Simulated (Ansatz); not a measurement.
CH₇BGaNSe, SMILES `C[Se][B](N)[GaH2]`. Charge 0, multiplicity 1. Correlated methods include outer-core shells of Ga, Se, which these sets cover unevenly. Scalar relativity is left out up to krypton.

```xyz
12

C     1.632    1.035    1.139
Se    1.054    1.279   -0.707
B    -0.401   -0.012   -0.850
N    -1.060   -0.103   -2.080
Ga   -1.067   -1.283    0.686
H     0.822    1.267    1.825
H     1.981    0.017    1.297
H     2.454    1.731    1.297
H    -1.819   -0.744   -2.234
H    -0.834    0.451   -2.892
H    -0.493   -1.371    2.151
H    -2.270   -2.266    0.366
```

Q: Give the diagnostics of a CCSD(T)/def2-TZVPP run (frozen core, the Gaussian-basis code of Ansatz). (Estimate.)

A: The calculation gave: T1 = 0.0124, largest single amplitude 0.029, largest double 0.029, (T) share of the correlation energy 4.0 %, 9 CCSD cycles. The RHF solution is stable towards an unrestricted one. T1 lies under the customary mark of 0.02 for closed shells.
